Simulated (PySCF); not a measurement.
Coordinates in bohr (charge -1 multiplicity 1):
```
Sb    0.0000    0.0000    0.0000
O    -0.0022    0.0000    3.4551
O     2.9933    0.0000   -1.7256
O    -2.9911    0.0000   -1.7295
```

Computed with PBE0 in PySCF with Sb def2-TZVPD with ECP28, O def2-TZVPD; scalar-relativistic core potentials, no spin–orbit coupling; density-fitted integrals.

This geometry of SbO₃⁻ is a stationary point at this level.

What is the point group?

D3h.

Is it a minimum?

Yes: all harmonic wavenumbers are real.

Which band is strongest in the infrared?

827 cm⁻¹ (e'), 314 km/mol.

What are the dipole moment and the gap between the highest occupied and lowest empty levels?

0.00 D about the centre of mass and 5.22 eV.

This need not be the most stable arrangement of these atoms. The lowest empty level of this anion is unbound, so it and the gap depend on the basis.
